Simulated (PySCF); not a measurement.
AsF3H2Si. Atoms are numbered in the order given.

```xyz
7

F     -1.4459    -0.7557     1.2969
Si    -0.8677     0.0022     0.0000
F     -1.4459    -0.7557    -1.2969
F     -1.5110     1.4780     0.0000
As     1.4774    -0.0529     0.0000
H      1.5086     1.0075    -1.1022
H      1.5086     1.0075     1.1022
```
Charge 0, spin multiplicity 1.

Coordinates come from a B3LYP-D3(BJ)/def2-SVP optimisation.

Method: PBE/def2-TZVP (PySCF).

The molecule is in vacuum.

### Question
Estimate the frontier levels, gap, dipole moment and polarisability. (Estimate from the structure and the level; the computed values follow.)

### Answer

```json
{
  "highest_occupied_level": "-7.38 eV",
  "lowest_empty_level": "-1.15 eV",
  "orbital_gap": "6.24 eV",
  "dipole_moment": "2.08 D",
  "quadrupole, principal values (traceless, Buckingham form, about the centre of nuclear charge)": "-2.36, 1.00, 1.37 D·Å",
  "mean_static_polarisability": "54.2 bohr³ (8.04 Å³)",
  "polarisability_principal_values": "49.0, 49.5, 64.2 bohr³"
}
```
